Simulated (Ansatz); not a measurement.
Stepwise reaction of `OB(O[SiH3])O[SiH3]` with ammonia, as a gas-phase model of exchange steps in deposition or etching. ΔE in kJ/mol.

Calculated with Ansatz (gas phase, PBE0-D4/def2-TZVP geometries, no zero-point term in ΔE). CCSD(T)/CBS adds triple-zeta CCSD(T) − MP2 to the extrapolated MP2 energy (def2 sets, frozen cores). This one scheme is used for every species. Functionals use def2-TZVPP. B3LYP here is the variant with VWN-RPA as its local correlation; programs differ in this. One conformer a species, not always the lowest.

```csv
step,reaction,PBE-D4,B3LYP-D4,ωB97M-V,CCSD(T)/CBS
1,`OB(O[SiH3])O[SiH3]` + NH₃ → `NB(O)O[SiH3]` + `O[SiH3]`,24.3,30.4,26.7,27.5
```

Problem. Give the row of step 2, `NB(O)O[SiH3]` + NH₃ → `NB(N)O` + `O[SiH3]`. (An estimate is asked.)

Solution. Computed: 
| step | reaction | PBE-D4 | B3LYP-D4 | ωB97M-V | CCSD(T)/CBS |
| --- | --- | --- | --- | --- | --- |
| 2 | `NB(O)O[SiH3]` + NH₃ → `NB(N)O` + `O[SiH3]` | 39.7 | 44.9 | 43.1 | 44.2 |

Problem. By hand: ΔE of the 2 steps together at CCSD(T)/CBS.

Solution. (27.5) + (44.2) = 71.7 kJ/mol, or 35.9 kJ/mol a step.

In ΔE each step is higher than the one before. All are uphill at CCSD(T)/CBS. PBE-D4 differs from CCSD(T)/CBS by -4.5 to -3.2 kJ/mol a step. Isolated molecules leave out the surface, adducts and barriers. Largest T1 diagnostic: 0.012.
